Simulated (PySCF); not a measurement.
CH9ClOSi3, SMILES CO[Si@H]([SiH3])[SiH2]Cl.

Coordinates come from a B3LYP-D3(BJ)/def2-SVP optimisation. The structure was generated by enumeration; whether it is a known compound was not checked. Other conformers were not sampled.

Level of theory: PBE0/def2-TZVP (PySCF).

Gas-phase values at a fixed geometry.

Task: Estimate the frontier levels, gap, dipole moment. (An estimate is asked for; the answer gives what the named calculation found.)

Result: 
```
Item                                                                                                           Value
---------------------------------------------------------------------------------------------  ---------------------
highest occupied level                                                                                      -7.40 eV
lowest empty level                                                                                          -1.14 eV
orbital gap                                                                                                  6.26 eV
dipole moment                                                                                                 1.76 D
quadrupole, principal values (traceless, Buckingham form, about the centre of nuclear charge)  -7.22, 1.09, 6.12 D·Å
```
